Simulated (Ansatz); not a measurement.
Ansatz (a program for electronic structure) input (SVWN5/def2-TZVP):

Ansatz 0.2 input:
```yaml
crystal:
  periodic: [false, false, false]
  atoms:
    - {symbol: Si, position_ang: [-0.02478782, -0.76495358, 0.04003250]}
    - {symbol: Cl, position_ang: [1.69473435, 0.35377364, -0.01137015]}
    - {symbol: Cl, position_ang: [-1.66830922, 0.46170753, -0.03130663]}
    - {symbol: H, position_ang: [-0.05628841, -1.51275578, 1.30528317]}
    - {symbol: H, position_ang: [-0.04590938, -1.64107391, -1.14023303]}
basis:
  gaussian:
    orbitals: def2-TZVP
hamiltonian:
  xc: {name: SVWN5}
relax: {f_tol: 0.003, max_steps: 100}
```

End of the output:

```
mean field evaluation 4: about -32846.6804 eV, gradient 1.9e0 eV
mean field evaluation 8: about -32846.6789 eV, gradient 1.9e-2 eV
mean field -32846.67890286 eV, -1207.0931854015 hartree, gradient 9.4e-6 eV, S^2 0.000000; 0 other end points of the search recorded, 0 dependent functions left out
the calculation of the forces begins
reference -32846.67893681 eV, -1207.0931866492 hartree; 25, 25 occupied and 98, 98 virtual orbitals, 852 factors
relax step   1: F+E_penalty+E_count = -32846.67890286 eV  Δ(F+E_penalty+E_count) = +0.000e0 eV  max|allowed force component| = 6.339e-1 eV/Å  Δτ_max = 0.0000 Å  (25 SCF iters, accepted)
these checks for a lower state are left out or cut short: starts, cluster_reference, orbital_swaps, neighbouring_geometries, increment
integrals: 0.05 GiB planned
852 factors; their error is unknown
mean field: 0.32 GiB planned
mean field evaluation 16: about -32846.6958 eV, gradient 1.2e0 eV
mean field -32846.68914089 eV, -1207.0935616423 hartree, gradient 7.4e-5 eV, S^2 0.000000; 0 other end points of the search recorded, 0 dependent functions left out
the calculation of the forces begins
reference -32846.68917472 eV, -1207.0935628856 hartree; 25, 25 occupied and 98, 98 virtual orbitals, 852 factors
relax step   2: F+E_penalty+E_count = -32846.68914089 eV  Δ(F+E_penalty+E_count) = -1.024e-2 eV  max|allowed force component| = 1.402e-1 eV/Å  Δτ_max = 0.0204 Å  (24 SCF iters, accepted)
these checks for a lower state are left out or cut short: starts, cluster_reference, orbital_swaps, neighbouring_geometries, increment
integrals: 0.05 GiB planned
852 factors; their error is unknown
mean field: 0.32 GiB planned
mean field -32846.68988578 eV, -1207.0935890164 hartree, gradient 7.4e-5 eV, S^2 0.000000; 0 other end points of the search recorded, 0 dependent functions left out
the calculation of the forces begins
reference -32846.68991962 eV, -1207.0935902601 hartree; 25, 25 occupied and 98, 98 virtual orbitals, 852 factors
relax step   3: F+E_penalty+E_count = -32846.68988578 eV  Δ(F+E_penalty+E_count) = -7.449e-4 eV  max|allowed force component| = 5.208e-3 eV/Å  Δτ_max = 0.0065 Å  (25 SCF iters, accepted)
these checks for a lower state are left out or cut short: starts, cluster_reference, orbital_swaps, neighbouring_geometries, increment
integrals: 0.05 GiB planned
852 factors; their error is unknown
mean field: 0.32 GiB planned
mean field evaluation 32: about -32846.6899 eV, gradient 3.9e-5 eV
mean field -32846.68989565 eV, -1207.0935893790 hartree, gradient 3.9e-5 eV, S^2 0.000000; 0 other end points of the search recorded, 0 dependent functions left out
the calculation of the forces begins
reference -32846.68992949 eV, -1207.0935906228 hartree; 25, 25 occupied and 98, 98 virtual orbitals, 852 factors
relax step   4: F+E_penalty+E_count = -32846.68989565 eV  Δ(F+E_penalty+E_count) = -9.866e-6 eV  max|allowed force component| = 1.598e-4 eV/Å  Δτ_max = 0.0015 Å  (19 SCF iters, accepted)
integrals: 0.05 GiB planned
852 factors; their error is unknown
mean field: 0.32 GiB planned
mean field -32846.68989565 eV, -1207.0935893790 hartree, gradient 3.9e-5 eV, S^2 0.000000; 1 other end points of the search recorded, 0 dependent functions left out
the calculation of the forces begins
reference -32846.68992949 eV, -1207.0935906228 hartree; 25, 25 occupied and 98, 98 virtual orbitals, 852 factors
Total energy: -32846.68992949 eV, -1207.0935906228 hartree
Atom 0 at    -0.024610    -0.759463     0.039745 Å, force     0.000002     0.000066    -0.000003 eV/Å
Atom 1 at     1.678283     0.352253    -0.011360 Å, force    -0.000153     0.000107    -0.000006 eV/Å
Atom 2 at    -1.651991     0.459135    -0.031102 Å, force     0.000160     0.000097    -0.000004 eV/Å
Atom 3 at    -0.056378    -1.512627     1.321092 Å, force    -0.000004    -0.000138    -0.000059 eV/Å
Atom 4 at    -0.045865    -1.642601    -1.155969 Å, force    -0.000005    -0.000131     0.000073 eV/Å
Dipole moment:    -0.007222    -0.222876     0.011664 e Å
```
